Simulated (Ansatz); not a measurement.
Ansatz (a quantum-chemistry and plane-wave program) input:

Ansatz 0.2 input:
```yaml
crystal:
  periodic: [false, false, false]
  atoms:
    - {symbol: Ge, position_ang: [-1.04014470, -0.76425038, -0.88109363]}
    - {symbol: O, position_ang: [0.55291624, -0.07805043, 0.38068475]}
    - {symbol: H, position_ang: [0.47527317, 0.86460601, 0.52920326]}
basis:
  gaussian:
    orbitals: def2-TZVP
hamiltonian:
  xc: b3lyp
  dispersion: d3bj
total_charge: -1
relax: {f_tol: 0.002, max_steps: 150}
```

Question: Predict the final energy.

Answer: -2152.87581 Eh (B3LYP-D3(BJ)/def2-TZVP). The basis has 85 functions.
